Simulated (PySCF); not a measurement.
## Zr⁻ (zirconium, charge -1) across methods

[Kr] 4d3 5s2, high-spin 4F determinant. Computed with PySCF 2.14 in aug-cc-pVTZ-PP with ECP28MDF, with scalar relativity through the core potential.

| method | E (hartree) | mean ε 5s α (eV) | mean ε 5s β (eV) | mean ε 4d α (eV) | Σ⟨r²⟩ (bohr²) | ⟨S²⟩ |
| --- | --- | --- | --- | --- | --- | --- |
| LDA | -46.6533 | -0.092 | 0.677 | 1.534 | 103.4 | 3.779 |
| wB97M-V | -46.6838 | -1.477 | -0.752 | -0.986 | 98.59 | 3.765 |
| wB97X | -46.7458 | -1.404 | -1.078 | -0.934 | 98.74 | 3.756 |
| r2SCANh | -46.7853 | -0.384 | 0.656 | 0.878 | 107.0 | 3.895 |
| r2SCAN | -46.7977 | -0.216 | 0.790 | 1.213 | 107.2 | 3.895 |
| PBE | -46.7837 | 0.052 | 0.833 | 1.533 | 104.2 | 3.780 |
| UHF | -46.29818 | -2.142 | 0.164 | -2.818 | 137.6 | 4.184 |
| B3LYP | -46.7948 | -0.168 | 0.465 | 1.000 | 102.7 | 3.777 |

Estimate the same row for PBE0.

E (hartree) = -46.7618; mean ε 5s α (eV) = -0.353; mean ε 5s β (eV) = 0.511; mean ε 4d α (eV) = 0.719; Σ⟨r²⟩ (bohr²) = 102.1; ⟨S²⟩ = 3.794.

Energies and moments cover only the electrons outside the core potential.

The highest occupied level is positive at LDA, r2SCANh, r2SCAN, PBE, PBE0, UHF, B3LYP: only the finite basis holds that electron, at UHF too, so the state is unbound at these levels.
